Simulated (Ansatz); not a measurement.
`[CH3][GeH2][CH]=O` + `O=C(S)[SeH]` → `O=C[Se]C(=O)S` + `[CH3][GeH3]`  (substitution at a C–Ge bond)

Program: Ansatz. Geometries: PBE0-D4/def2-TZVP. ΔE: electronic, gas phase. CCSD(T)/CBS is the MP2 limit (def2-TZVPP, def2-QZVPP) plus CCSD(T) − MP2 in def2-TZVPP, frozen cores. Functionals use def2-TZVPP. For Ge, Se outer-core shells are correlated without core-valence functions, which leaves a few kJ/mol of doubt a bond. Scalar relativity is left out up to krypton. Each species was taken in one conformer, which may not be the lowest.

CCSD(T)/CBS gives -11.5 kJ/mol.

**Question.** Another level gave -12.0 kJ/mol. Which?
A. PBE0/def2-TZVPP
B. SCS-MP2/def2-TZVPP
C. PBE-D4/def2-TZVPP
D. HF/def2-TZVPP

**Answer.** B. SCS-MP2/def2-TZVPP -12.0, PBE0 -16.8, PBE-D4 -27.1, HF/def2-TZVPP 5.6 kJ/mol.

Largest T1 diagnostic among the species: 0.017.

The D4 term adds −3.1 kJ/mol with B3LYP and −1.6 kJ/mol with PBE0; it sums over pairs of atoms, weighted by their polarisabilities, and B3LYP, whose exchange is more repulsive, gets the larger term. In def2-TZVPP, CCSD(T) changes the Hartree–Fock value by −16.5 kJ/mol (the triples alone add −6.0 kJ/mol) and MP2 by −22.3 kJ/mol.

B3LYP here is the variant with VWN-RPA as its local correlation; programs differ in this.
